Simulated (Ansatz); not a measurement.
```yaml
crystal:
  periodic: [false, false, false]
  atoms:
    - {symbol: O, position_ang: [-1.671600, 0.709333, -1.024172]}
    - {symbol: Sb, position_ang: [-0.395127, -0.765682, -1.165866]}
    - {symbol: C, position_ang: [0.918365, -0.267735, 0.418524]}
    - {symbol: O, position_ang: [-0.101933, -1.145867, 0.792742]}
    - {symbol: H, position_ang: [-1.462879, 1.335579, -0.325123]}
    - {symbol: H, position_ang: [0.845418, 0.744190, 0.823932]}
    - {symbol: H, position_ang: [1.929055, -0.677818, 0.434161]}
basis:
  gaussian: {orbitals: def2-TZVP}
total_charge: 1
magnetization: {spin_polarized: true, initial_magnetization: 5}
hamiltonian: {xc: {name: B2PLYP}}
output: {forces: true}
```

```sh
$ ansatz run in.yaml --threads 2 --pin off --events-out ev --progress --plain --max-ram 4352MiB
```

It prints (some lines left out):

```
Functional definition: B2PLYP
1220 factors; integrals over basis functions are off by at most 1.5e-3 eV
mean field evaluation 1: about -11669.0498 eV, gradient 5.7e1 eV
mean field evaluation 2: about -11669.2909 eV, gradient 5.7e1 eV
mean field evaluation 4: about -11678.5954 eV, gradient 2.6e1 eV
mean field evaluation 8: about -11682.5532 eV, gradient 2.4e0 eV
mean field evaluation 16: about -11682.7261 eV, gradient 2.6e-1 eV
mean field evaluation 32: about -11682.7717 eV, gradient 3.4e-5 eV
mean field -11682.77166472 eV, -429.3339398113 hartree, gradient 5.3e-6 eV, S^2 8.769456; 8 other end points of the search recorded, 0 dependent functions left out
7 core orbitals not correlated: weight in the atoms' cores, before any rotation towards them, 1.000 or more for the frozen orbitals, at most 0.000 for the correlated occupied ones
reference -11682.77181357 eV, -429.3339452816 hartree; 19, 14 occupied and 135, 140 virtual orbitals, 1220 factors
second order -28.22113858 eV of doubles, -0.00000000 eV of singles
Total energy: -11690.39152099 eV, -429.6139643643 hartree
Atom 0 at    -1.671600     0.709333    -1.024172 Å, force    -3.740228     2.993743     0.354710 eV/Å
Atom 1 at    -0.395127    -0.765682    -1.165866 Å, force     1.127666    -4.686968    -9.093751 eV/Å
Atom 2 at     0.918365    -0.267735     0.418524 Å, force     0.212453    -0.285958     2.797617 eV/Å
Atom 3 at    -0.101933    -1.145867     0.792742 Å, force     2.153658     0.531477     4.853098 eV/Å
Atom 4 at    -1.462879     1.335579    -0.325123 Å, force     0.174552     1.525280     0.731595 eV/Å
Atom 5 at     0.845418     0.744190     0.823932 Å, force    -0.126842     0.172601     0.420389 eV/Å
Atom 6 at     1.929055    -0.677818     0.434161 Å, force     0.198741    -0.250175    -0.063657 eV/Å
Dipole moment:     0.535194     0.492668     0.895345 e Å
```

(1) Something in this input is off. What?

Answers

(1) The spin is set far too high for this molecule. The run converged. The result belongs to that input, not to the molecule as meant.
